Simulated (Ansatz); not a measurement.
**Cost against result**

Saddle point of Si$_{2}$H$_{4}$Cl$_{2}$, closed shell (Si₂H₄Cl₂ ([SiH3][SiH]([Cl])[Cl]) → SiCl₂ + SiH₄; bonds formed: Si2–H3; bonds broken: Si1–Si2, Si1–H3), PBE0-D4/def2-TZVP structure:

Si1  (-0.283, 1.265, 0.004)
Si2  (0.432, -0.928, -0.514)
H3  (-0.230, -0.174, 0.910)
Cl4  (-2.299, 1.529, 0.357)
Cl5  (0.747, 2.346, 1.432)
H6  (-0.842, -1.364, -1.130)
H7  (1.524, -0.733, -1.507)
H8  (0.950, -1.941, 0.448)
(Å)

Barriers are electronic and count from the start structure reached by relaxing down the imaginary mode.

Computed with Ansatz 0.2.0 (basis: as named in each row); correlated methods freeze the cores. B3LYP uses VWN-RPA correlation. Extrapolation: Hartree–Fock as exp(−7.88 √X), correlation as X^−2.97.

Times are rough, for one single point on 4 threads of a shared host (Arm Neoverse V1).

The estimate by CCSD(T) at an estimated basis limit (MP2 extrapolated from triple and quadruple zeta, plus CCSD(T) − MP2 in triple zeta) is 218.6 kJ/mol.

| method | basis | time (s) | barrier (kJ/mol) | method less estimate |
| --- | --- | --- | --- | --- |
| HF | STO-3G | under 1 | 391.4 | 172.7 |
| PBE-D4 | STO-3G | under 1 | 306.1 | 87.5 |
| SPW92 | def2-SVP | under 1 | 193.0 | -25.7 |
| B3LYP-D4 | 6-31G | under 1 | 249.4 | 30.7 |
| PBE-D4 | def2-SVP | under 1 | 198.0 | -20.7 |
| PBE0-D4 | def2-SVP | 1 | 215.3 | -3.4 |
| SPW92 | def2-TZVPP | 1 | 184.4 | -34.2 |
| CCSD(T) | def2-SVP | 2 | 229.7 | 11.1 |
| PBE-D4 | def2-TZVPP | 2 | 190.6 | -28.1 |
| BLYP-D4 | def2-TZVPP | 2 | 198.8 | -19.8 |
| BHLYP-D4 | def2-TZVPP | 3 | 232.3 | 13.7 |
| CAM-B3LYP-D4 | def2-TZVPP | 4 | 224.3 | 5.7 |
| B3LYP-D4 | def2-TZVPP | 4 | 212.4 | -6.3 |
| RPA on PBE | def2-TZVPP | 4 | 212.1 | -6.6 |
| r2SCAN-D4 | def2-TZVPP | 4 | 206.0 | -12.7 |
| wB97M-V | def2-SVP | 5 | 217.7 | -0.9 |
| PBE0-D4 | def2-TZVPP | 5 | 207.7 | -10.9 |
| r2SCAN0-D4 | def2-TZVPP | 6 | 216.2 | -2.4 |
| B2PLYP | def2-TZVPP | 6 | 219.5 | 0.9 |
| PBE-QIDH | def2-TZVPP | 6 | 222.8 | 4.2 |
| wB97X-V | def2-TZVPP | 8 | 226.6 | 8.0 |
| B97M-V | def2-TZVPP | 9 | 201.1 | -17.6 |
| wB97M-V | def2-TZVPP | 9 | 211.2 | -7.4 |
| MP2 | def2-QZVPP | 16 | 224.3 | 5.7 |
| CCSD(T) | def2-TZVPP | 69 | 219.4 | 0.7 |

All methods are single points on the PBE0-D4 structures.

The T1 diagnostic stays at or below 0.013.

Losses and insertions of silylenes and their heavier kin drive the gas-phase chemistry of silicon and germanium vapour deposition.

Labels in which every atom is bracketed show which atoms are joined, not bond orders.
